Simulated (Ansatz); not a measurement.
A nudged elastic band was laid between two geometries of ClH₃OSZn (7 atoms, charge 0, multiplicity 1).

Theory: Ansatz 0.2.0, RKS PBE/def2-SVP.

| Item | Value |
| --- | --- |
| movable images | 9 |
| climbing image | yes |
| spring | 5.0 eV/Å² |
| optimiser | quadratic models (default) |
| start path | through a guess of the saddle point |
| force threshold | 0.05 eV/Å |
| iteration limit | 60 |
| end points | relaxed |

Image 0:

```xyz
7
Properties=species:S:1:pos:R:3
Zn 0.175 0.014 0.087
O -0.131 -0.138 1.896
H -1.037 -0.192 2.246
Cl -0.258 -0.125 -1.990
S 2.488 0.735 1.100
H 2.925 -0.554 1.169
H 1.464 0.492 2.045
```

Image 10:

```xyz
7
Properties=species:S:1:pos:R:3
Zn 0.833 0.107 -0.091
O -0.060 -0.306 1.840
H -0.936 0.082 2.032
Cl -0.655 -0.171 -1.601
S 2.738 0.791 0.864
H 3.102 -0.490 1.163
H 0.604 0.220 2.345
```

**Question.** Which bonds break or form, and what moves?

**Answer.** Bonds broken: S5–H7. Bonds formed: O2–H7.

**Question.** What energy profile does the band end with?

**Answer.** It converged. The highest image is number 0 of 0 to 10, 0.000 eV above the first end and 0.746 eV above the last; the last end lies 0.746 eV below the first. The highest image is an end point: on this band no image between the ends rises above it. A vibrational analysis next to that end finds imaginary modes (74i cm⁻¹), so it isn't a minimum. Inner images lie up to 0.019 eV below the lower end, so the ends aren't the lowest states on this path. Between wells the path still climbs a hump at image 8, 0.03 eV above the well before it. The orbitals stay closed-shell, which can raise the energy where a bond breaks towards radicals; this wasn't checked here.

| image | path coordinate (Å) | energy (eV) | S5–H7 (Å) | O2–H7 (Å) |
| --- | --- | --- | --- | --- |
| 0 | 0.00 | 0.000 | 1.41 | 1.72 |
| 1 | 0.18 | -0.001 | 1.41 | 1.72 |
| 2 | 0.70 | -0.085 | 1.67 | 1.25 |
| 3 | 1.21 | -0.621 | 2.17 | 1.01 |
| 4 | 1.73 | -0.732 | 2.43 | 0.99 |
| 5 | 2.25 | -0.751 | 2.66 | 0.99 |
| 6 | 2.77 | -0.765 | 2.93 | 0.98 |
| 7 | 3.30 | -0.736 | 3.38 | 0.97 |
| 8 | 3.82 | -0.733 | 3.29 | 0.98 |
| 9 | 4.34 | -0.742 | 3.09 | 0.98 |
| 10 | 4.86 | -0.746 | 2.66 | 0.99 |

Run time: 6.3 min on 2 threads of Arm Neoverse V1, with other jobs on the host, peak memory 0.14 GiB.
